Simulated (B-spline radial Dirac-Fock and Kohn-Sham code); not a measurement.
**Binding energies of Ge⁹⁺ at several levels of theory**

System: the Ge⁹⁺ ion, configuration [Ar] 3d5.

The density-functional columns are spherical, spin-unpolarised Dirac-Kohn-Sham results without Breit or QED terms: −ε is minus the orbital energy of the initial state and ΔSCF the difference of two total energies. The reference in the last column comes from Dirac-Fock energy differences between relaxed states, corrected for Breit and QED terms. All numbers are from a radial B-spline solver, in eV; a selection of levels is shown. For the 1s level of heavy atoms much of the gap between ΔSCF and the reference is the Breit and QED part, -22.5 eV here; for other levels the error of the functional can be larger.

| level | LDA −ε | LDA ΔSCF | Dirac-Fock |
| --- | --- | --- | --- |
| K | 11162.3 | 11370.1 | 11350.2 |
| L1 | 1596.7 | 1638.6 | 1666.7 |
| L2 | 1446.8 | 1496.0 | 1498.0 |
| L3 | 1415.0 | 1463.2 | 1466.7 |
| M1 | 371.7 | 389.4 | 401.8 |
| M2 | 321.5 | 339.2 | 342.4 |
| M3 | 316.4 | 333.9 | 337.4 |
| M4,5 | 230.8 | 248.7 | 246.9 |

Values without a named source are computed, but for edge energies of neutral atoms, which are taken from tables.
